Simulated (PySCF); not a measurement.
Cd(Br)(SeH) (BrCdHSe), SMILES [SeH][Cd][Br].

Geometry optimised at r2SCAN-D4/def2-SVP. The structure was generated by enumeration; whether it is a known compound was not checked. The def2 effective core potentials stand for the cores of Cd; spin–orbit coupling is left out. The values are those of a single conformer.

Two levels are set side by side: PBE/def2-TZVPD (PySCF) and r2SCAN/def2-TZVPD (PySCF). Same geometry, gas phase. Differences are taken from unrounded values.

| quantity | r2SCAN | PBE | PBE minus r2SCAN |
|---|---|---|---|
| orbital gap (eV) | 3.86 | 3.39 | -0.47 |
| highest occupied level (eV) | -6.43 | -6.18 | 0.25 |
| lowest empty level (eV) | -2.57 | -2.79 | -0.22 |
| dipole moment (D) | 1.37 | 1.36 | -0.01 |
| mean polarisability (bohr³) | 87.9 | 91.3 | 3.4 |

Rough cost on one machine, each run with all the roots and properties that it gave: r2SCAN against PBE about 3 times.
